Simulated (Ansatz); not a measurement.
```yaml
crystal:
  periodic: [false, false, false]
  atoms:
    - {symbol: C, position_ang: [2.736751, 0.933679, -1.052016]}
    - {symbol: C, position_ang: [2.464056, -0.443531, -1.033687]}
    - {symbol: C, position_ang: [2.051706, -1.072335, 0.151780]}
    - {symbol: C, position_ang: [1.917706, -0.304831, 1.319658]}
    - {symbol: I, position_ang: [1.254963, -1.237300, 3.106041]}
    - {symbol: C, position_ang: [-1.289838, -0.463015, 0.750372]}
    - {symbol: C, position_ang: [-2.409371, -1.239310, 0.999013]}
    - {symbol: C, position_ang: [-3.497194, -1.084615, 0.110561]}
    - {symbol: C, position_ang: [-3.409819, -0.176972, -0.959088]}
    - {symbol: C, position_ang: [-2.244783, 0.584835, -1.159633]}
    - {symbol: C, position_ang: [-1.144115, 0.444746, -0.285298]}
    - {symbol: C, position_ang: [2.185695, 1.072892, 1.319993]}
    - {symbol: C, position_ang: [2.596544, 1.686807, 0.124717]}
    - {symbol: H, position_ang: [3.058210, 1.420386, -1.985249]}
    - {symbol: H, position_ang: [2.566850, -1.041164, -1.952593]}
    - {symbol: H, position_ang: [1.826619, -2.148199, 0.162191]}
    - {symbol: H, position_ang: [-2.461594, -1.945474, 1.843464]}
    - {symbol: H, position_ang: [-4.414317, -1.678458, 0.260414]}
    - {symbol: H, position_ang: [-4.262022, -0.062032, -1.646530]}
    - {symbol: H, position_ang: [-2.184495, 1.293642, -2.001788]}
    - {symbol: H, position_ang: [-0.220537, 1.028480, -0.432478]}
    - {symbol: H, position_ang: [2.071363, 1.664131, 2.239807]}
    - {symbol: H, position_ang: [2.807635, 2.767629, 0.120368]}
basis:
  gaussian: {orbitals: def2-TZVP, initial_orbitals: start.molden}
magnetization: {spin_polarized: true, initial_magnetization: 1}
hamiltonian: {xc: pbe0, dispersion: d4}
scf: {omitted_lower_state_checks: [starts]}
output: {orbitals: {seedname: orbitals}}
```

The file start.molden holds the orbitals of an earlier run on this structure, at another level or in another basis.

```sh
$ ansatz run in.yaml --threads 4 --pin off --events-out ev --progress --plain --max-ram 6963MiB
```

Q: Does this run fit into the memory that it is given?

A: No. It has 482 basis functions, and Ansatz plans for 7.42 GiB where 6.79 GiB are given.
